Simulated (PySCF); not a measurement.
**Electric field gradients and quadrupole coupling constants**

Compound: C7H7BF2.
Z-matrix (Å and degrees, PBE0-D3(BJ)/def2-SVP geometry), rows numbered from 1:
```
F 
C   1  1.3519
F   2  1.3529  1  106.88
C   2  1.5135  1  110.77  3   120.15
C   4  1.3778  2  114.89  1   -52.68
C   5  1.4176  4  130.66  2  -179.03
C   6  1.3752  5  129.36  4     0.59
B   7  1.5280  6  128.66  5    -0.13
C   8  1.5263  7  123.52  6    -0.83
C   9  1.3744  8  129.04  7     0.93
H   2  1.1036  1  108.27  3  -116.34
H   5  1.0950  4  114.63  2     1.38
H   6  1.0970  5  113.38  4  -179.57
H   7  1.0974  6  113.79  5   179.90
H   8  1.2128  7  118.25  6   179.45
H   9  1.0972  8  117.41  7  -179.04
H  10  1.0986  4  113.59  2    -1.42
```

Field gradients from the PBE0/pcSseg-1 density (PySCF, non-relativistic), principal values in atomic units, ordered |Vxx| ≤ |Vyy| ≤ |Vzz|:

| atom | Vxx | Vyy | Vzz |
| --- | --- | --- | --- |
| B8 | -0.2249 | -0.2283 | 0.4532 |

Task: Find the asymmetry η = (Vxx − Vyy)/Vzz and the couplings χ = eQV/h (234.96 MHz × Q in barn × V in au), with Q(11B) = 0.04059 b.

Result: 
```tsv
atom	environment	nucleus	η	χzz (MHz)	χxx (MHz)	χyy (MHz)
B8	ring boron	11B	0.01	4.323	-2.145	-2.178
```

The gradient is axial or nearly so (η below 0.05) at B8. The tensor is traceless: Vxx + Vyy + Vzz = 0.

Task: What is Vzz at B8 in SI units (1 au = 9.71736 × 10²¹ V/m²)?

Result: 0.4532 au = 4.404 × 10²¹ V/m².

Task: What couplings would deuterons (Q(2H) = 0.00286 b) have in place of the hydrogens, at this geometry?

Result: 
| atom | bonded to | bond length (Å) | Vzz (au) | η | χzz (kHz) |
| --- | --- | --- | --- | --- | --- |
| H11 | C2 | 1.104 | 0.2623 | 0.01 | 176 |
| H12 | C5 | 1.095 | 0.2888 | 0.10 | 194 |
| H13 | C6 | 1.097 | 0.2907 | 0.06 | 195 |
| H14 | C7 | 1.097 | 0.2956 | 0.02 | 199 |
| H15 | B8 | 1.213 | 0.1980 | 0.04 | 133 |
| H16 | C9 | 1.097 | 0.2961 | 0.02 | 199 |
| H17 | C10 | 1.099 | 0.2875 | 0.09 | 193 |

Isolated species at its PBE0-D3(BJ)/def2-SVP geometry (one conformer only). The small basis limits the accuracy of the gradients.

These values come from a run that also computed NMR shieldings. The run took 22 s of wall time on an AMD EPYC 9R45 with one thread, on a shared host, and the process peaked at 0.91 GiB of memory.
